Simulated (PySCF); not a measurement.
Computed Raman spectrum (relative Raman activity) of a molecule C4H6O. Coordinates come from a B3LYP-D3(BJ)/def2-SVP optimisation. One conformer was computed; it need not be the lowest. Level of theory: B3LYP-D3(BJ)/def2-SVP run with PySCF. No scaling factor is applied to the harmonic values.

```
ν (cm⁻¹)  relative intensity
--------  ------------------
791                      3.5
815                      5.9
824                      5.4
995                      4.6
1048                     4.4
1054                     2.8
1193                     2.8
1216                    10.0
1379                     3.7
1421                     6.4
1424                     3.3
1478                     6.1
1825                     5.5
2888                      97
3128                     100
3171                      50
3225                      45
3235                      17
```

Task: Pick the molecule that these values belong to.
A) C=C1COC1
B) CC1=COC1
C) CC1=CCO1
D) O=CC1CC1

Result: D, O=CC1CC1
